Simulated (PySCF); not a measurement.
**Electron correlation in Ne⁺ (neon, charge +1)**

[He] 2s2 2p5, 2P determinant. All numbers are calculated (PySCF 2.14, the non-relativistic Hamiltonian (point nucleus), in aug-cc-pVDZ (4s3p2d, 23 functions)). Frozen: 1s2; 7 electrons correlated.

```csv
level,correlation energy (mhartree)
CCSD,-153.55
(T),-1.65
CCSD(T),-155.20
CCSDT,-155.32
```

Diagnostics: T1 = 0.0053, D1 = 0.0085, largest double amplitude 0.031.

Cost of the coupled-cluster step: of the order of 0.29 core-seconds, for 7 correlated electrons.

Iterations:

```
CC2 = 0
CCSD nocc = (np.int64(4), np.int64(3)), nmo = (22, 22)
frozen orbitals [[0], [0]]
max_cycle = 100
direct = 0
conv_tol = 1e-08
conv_tol_normt = 1e-06
diis_space = 8
diis_start_cycle = 0
Init t2, MP2 energy = -0.142144599548305
Init E_corr(UCCSD) = -0.142144599549723
cycle = 1  E_corr(UCCSD) = -0.151108101082026  dE = -0.00896350153  norm(t1,t2) = 0.022468
cycle = 2  E_corr(UCCSD) = -0.152958881567141  dE = -0.00185078049  norm(t1,t2) = 0.00546388
cycle = 3  E_corr(UCCSD) = -0.153529510798648  dE = -0.000570629232  norm(t1,t2) = 0.00235451
cycle = 4  E_corr(UCCSD) = -0.153560315530145  dE = -3.08047315e-05  norm(t1,t2) = 0.000626038
cycle = 5  E_corr(UCCSD) = -0.153543805741288  dE = 1.65097889e-05  norm(t1,t2) = 0.000252366
cycle = 6  E_corr(UCCSD) = -0.15354709547007  dE = -3.28972878e-06  norm(t1,t2) = 3.57121e-05
cycle = 7  E_corr(UCCSD) = -0.153547196027776  dE = -1.00557706e-07  norm(t1,t2) = 7.19263e-06
cycle = 8  E_corr(UCCSD) = -0.153547060743341  dE = 1.35284435e-07  norm(t1,t2) = 1.8826e-06
cycle = 9  E_corr(UCCSD) = -0.153547054851605  dE = 5.89173602e-09  norm(t1,t2) = 3.23829e-07
UCCSD converged
E(UCCSD) = -127.9204287785829  E_corr = -0.1535470548516046
UCCSD(T) correction = -0.00165086859841272
```
